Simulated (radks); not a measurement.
The numbers below are computed, except where a source is named.
Radial electron density D(r) = 4 pi r^2 rho(r) of an atom or ion with 25 electrons. Level of theory: scalar-relativistic Kohn-Sham, SOGGA, spin-polarised, spherical densities, point nucleus (a radial shooting solver on a logarithmic mesh with Libxc functionals).

r (bohr)  D(r) (e/bohr)    spin D(r)
0.002008         0.5392   0.00000236
0.002319         0.7046   0.00000307
0.002678         0.9186   0.00000398
0.003093          1.194   0.00000514
0.003543          1.526   0.00000651
0.004092          1.970   0.00000830
0.004726          2.533    0.0000105
0.005458          3.242    0.0000131
0.006303          4.125    0.0000161
0.00728           5.214    0.0000194
0.008407          6.542    0.0000227
0.009632          8.041    0.0000253
0.01112           9.908    0.0000265
0.01285           12.07    0.0000244
0.01484           14.51    0.0000160
0.01713           17.18  -0.00000352
0.01979           20.00   -0.0000414
0.02285           22.82    -0.000108
0.02618           25.32    -0.000212
0.03024           27.59    -0.000382
0.03492           29.21    -0.000636
0.04033           30.00    -0.000992
0.04658           29.84     -0.00145
0.05379           28.76     -0.00195
0.06212           27.02     -0.00232
0.07117           25.20     -0.00217
0.08219           23.68    -0.000675
0.09492           23.17      0.00381
0.1096            24.07       0.0142
0.1266            26.34       0.0354
0.1462            29.37       0.0750
0.1689            32.07        0.145
0.1935            33.20        0.252
0.2234            32.01        0.427
0.258             28.26        0.685
0.298             22.80         1.04
0.3442            17.21         1.51
0.3975            13.17         2.07
0.459             11.60         2.68
0.5259            12.18         3.24
0.6073            13.77         3.72
0.7014            14.86         3.97
0.81              14.46         3.95
0.9355            12.49         3.67
1.08              9.605         3.18
1.248             6.691         2.59
1.429             4.476         2.03
1.651             2.897         1.48
1.907             1.988         1.03
2.202             1.499        0.682
2.543             1.203        0.423
2.937            0.9594        0.242
3.392            0.7172        0.127
3.886            0.4973       0.0643
4.488            0.3011       0.0312
5.183            0.1618       0.0170
5.985           0.07758       0.0109
6.912           0.03321      0.00752
7.983           0.01269      0.00465
9.22           0.004358      0.00236
10.56          0.001442      0.00102
12.2          0.0003970     0.000335

What is the nuclear charge?

Answer. Z = 25. The innermost maximum, from 1s, lies near gamma/Z bohr with gamma = sqrt(1 - (Z/c)^2) = 0.983, here 0.0393 bohr (found: 0.0423), and its height grows with Z. The density is that of neutral manganese in [Ar] 3d4.75 4s2 4p0.25; the configuration itself is not fixed sharply by these data, and Z only to about a unit. D(r) has 3 maxima, at r = 0.0423, 0.195, 0.730 bohr, and minima at 0.0934, 0.470 bohr, inside which lie 2.12, 10.62 electrons.
